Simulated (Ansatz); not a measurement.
Cost and result for the atomization energy of C3H7AlO, SMILES `C1C[O][AlH][CH2]1` (12 atoms, 12 bonds).

| atom | x (Å) | y (Å) | z (Å) |
| --- | --- | --- | --- |
| C1 | 0.227 | -0.716 | -0.628 |
| C2 | 1.283 | 0.292 | -0.153 |
| O3 | 0.678 | 1.517 | 0.223 |
| Al4 | -0.958 | 1.258 | 0.662 |
| C5 | -1.020 | -0.657 | 0.274 |
| H6 | 0.668 | -1.718 | -0.676 |
| H7 | -0.063 | -0.450 | -1.651 |
| H8 | 2.015 | 0.481 | -0.945 |
| H9 | 1.831 | -0.119 | 0.706 |
| H10 | -1.887 | 2.412 | 1.205 |
| H11 | -1.907 | -1.066 | -0.211 |
| H12 | -0.867 | -1.235 | 1.194 |

The species carries charge 0 and has multiplicity 1. The geometry is a stationary point of PBE0-D4/def2-TZVP. Program: Ansatz. All runs use 4 threads of an Arm Neoverse V1 on a shared host. Times are those of one run each, without the atoms' runs, and a repeat can differ threefold. Electronic energies, without spin–orbit coupling; frozen cores. CCSD(T)/CBS adds CCSD(T) − MP2 in def2-TZVPP to the MP2 limit, and its time is that of the two runs behind it. T1 = 0.012. B3LYP takes the VWN-RPA correlation (the form of Gaussian; ORCA's B3LYP/G).

CCSD(T)/CBS is a level of theory with its own doubt, some kJ/mol a heavy atom from the limit and from the frozen cores, so smaller differences don't rank the functionals.

```json
{"level": "PBE-D4/def2-TZVPP (with forces)", "functions": "264", "wall time": "3 s", "atomization (kJ/mol)": "4733.3", "difference from CCSD(T)/CBS": "79.2", "per bond": "6.6"}
{"level": "PBE0-D4/def2-TZVPP", "functions": "264", "wall time": "3.4 s", "atomization (kJ/mol)": "4664.7", "difference from CCSD(T)/CBS": "10.6", "per bond": "0.9"}
{"level": "r2SCAN-D4/def2-TZVPP (with forces)", "functions": "264", "wall time": "5.5 s", "atomization (kJ/mol)": "4669.2", "difference from CCSD(T)/CBS": "15.1", "per bond": "1.3"}
{"level": "B3LYP-D4/def2-TZVPP (with forces)", "functions": "264", "wall time": "5.5 s", "atomization (kJ/mol)": "4640.5", "difference from CCSD(T)/CBS": "-13.6", "per bond": "-1.1"}
{"level": "B2PLYP/def2-TZVPP", "functions": "264", "wall time": "6.5 s", "atomization (kJ/mol)": "4601.6", "difference from CCSD(T)/CBS": "-52.5", "per bond": "-4.4"}
{"level": "ωB97X-V/def2-TZVPP", "functions": "264", "wall time": "8.5 s", "atomization (kJ/mol)": "4665.0", "difference from CCSD(T)/CBS": "10.9", "per bond": "0.9"}
{"level": "ωB97M-V/def2-TZVPP (with forces)", "functions": "264", "wall time": "13 s", "atomization (kJ/mol)": "4666.7", "difference from CCSD(T)/CBS": "12.6", "per bond": "1.1"}
{"level": "MP2/def2-QZVPP", "functions": "508", "wall time": "28 s", "atomization (kJ/mol)": "4687.0", "difference from CCSD(T)/CBS": "32.9", "per bond": "2.7"}
{"level": "CCSD(T)/def2-TZVPP", "functions": "264", "wall time": "3 min", "atomization (kJ/mol)": "4543.5", "difference from CCSD(T)/CBS": "-110.6", "per bond": "-9.2"}
{"level": "CCSD(T)/CBS(def2)", "functions": "–", "wall time": "3.5 min", "atomization (kJ/mol)": "4654.1", "difference from CCSD(T)/CBS": "0.0", "per bond": "0.0"}
```

From PBE to PBE0 (25 % exact exchange), in def2-TZVPP and without D4, the atomization energy moves by −64.7 kJ/mol: exact exchange takes away binding that semilocal exchange gives to molecules. The D4 term adds +38.7 kJ/mol with B3LYP and +20.1 kJ/mol with PBE0; it sums over pairs of atoms, weighted by their polarisabilities, and B3LYP, whose exchange is more repulsive, gets the larger term. In def2-TZVPP, CCSD(T) changes the Hartree–Fock value by +1105.5 kJ/mol (the triples alone add +64.6 kJ/mol) and MP2 by +1183.3 kJ/mol; breaking electron pairs costs correlation energy, which Hartree–Fock lacks.
